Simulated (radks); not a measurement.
Question: These are the eigenvalues of the occupied orbitals of an atom or ion with whole-number occupations (hartree). Calculated with a radial shooting solver on a logarithmic mesh with Libxc functionals: Dirac Kohn-Sham, PBE, spin-unpolarised, spherical densities, point nucleus.

| orbital | eigenvalue |
|---|---|
| 1s1/2 | -1162.681 |
| 2s1/2 | -179.2028 |
| 2p1/2 | -167.9662 |
| 2p3/2 | -157.8785 |
| 3s1/2 | -36.57316 |
| 3p1/2 | -31.95438 |
| 3p3/2 | -30.07407 |
| 3d3/2 | -21.92998 |
| 3d5/2 | -21.53680 |
| 4s1/2 | -7.16354 |
| 4p1/2 | -5.57576 |
| 4p3/2 | -5.21831 |
| 4d3/2 | -2.68270 |
| 4d5/2 | -2.62827 |
| 5s1/2 | -1.56395 |
| 5p1/2 | -1.18850 |

Which element is it, and in what charge state? The configuration may be excited. Open shells, if any, fill j = l - 1/2 first.

Answer: Z = 52, tellurium, charge +3: Te3+ in [Kr] 4d10 5s2 5p1. The list shows which subshells hold electrons but not how many an open one holds; the 1s level, -1162.7 hartree, gives Z - s = 48.2 by -(Z - s)^2/2, which with screening and relativity narrows Z to a few neighbours, and the depths of the outer levels then fix element, charge and occupations together.
